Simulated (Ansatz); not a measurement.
Co₃W⁺, relaxed as a septet with UKS PBE-D4/def2-SVP in Ansatz, starting from the GFN2-xTB geometry. Force threshold 0.02 eV/Å.

In the def2 sets W takes a core potential; there is no spin–orbit coupling. The relaxation made no stability test and no search for a lower SCF solution. At PBE-D4/def2-SVP a triplet of charge 1 lies 0.39 eV below the septet, each at its own geometry. The structure comes from a short search, and lower isomers may exist.

Start:

```
atom   x (Å)   y (Å)   z (Å)
 Co1   0.305   1.850  -2.437
 Co2  -0.159  -0.522   1.228
 Co3  -0.181  -2.515   1.550
  W4   0.034   1.187  -0.341
```

**Question.** Estimate the energy that the relaxation releases and the steps that it takes.

**Answer.** 279.9 kJ/mol, in 22 steps; 2.8 min on 4 threads of Arm Neoverse V1 on a shared host. No frequencies were taken in this run, so the end may be a saddle point.

**Question.** Does the start keep its bonding and symmetry?

**Answer.** Bonds formed: Co1–Co3, Co3–W4 (atoms count from 1). Point group Cs at the start, Cs at the end, both within 0.05 Å.

**Question.** Predict the relaxed structure.

**Answer.** 
```xyz
4

Co    0.360    0.262   -1.624
Co   -0.090   -0.254    1.662
Co   -0.166   -1.329   -0.232
W    -0.104    1.321    0.194
```
Bond lengths (bridged metal pairs left out): 3 × Co–W 2.15 to 2.69 Å; 2 × Co–Co 2.18 Å.
